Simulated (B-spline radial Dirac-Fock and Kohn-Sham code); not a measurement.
A summary of the ionisation energies of strontium (Z = 38) against charge, from Dirac-Fock (average of configuration) total-energy differences with a finite nucleus, the Breit interaction including its frequency dependence, and self-energy and vacuum-polarisation corrections and from the NIST table. The largest relative steps of the computed values, from charge +5 on, come at Sr⁸⁺ (30 electrons left, 119.6 to 156.0 eV); Sr¹⁰⁺ (28 electrons left, 176.1 to 323.0 eV); Sr²⁸⁺ (10 electrons left, 1386.4 to 3363.6 eV); Sr³⁶⁺ (2 electrons left, 4612.2 to 19343.7 eV). The median of |NIST − computed| / NIST over the 38 ions is 0.68 %.

```
charge  computed (eV)  NIST (eV)
     0           4.75   5.694867
     2          42.22   42.88353
     4          71.01       70.7
     6          102.7        104
     8          156.0     158.33
    10          323.0     324.07
    12          411.3        408
    14          506.4        499
    16          608.2        612
    18          716.5        722
    20          936.4        932
    22         1042.8       1038
    24         1152.9       1165
    26         1327.9     1333.4
    28         3363.6     3344.7
    30         3683.1       3664
    32         4014.4       4053
    34         4457.9       4465
    36        19343.7   19345.59
```
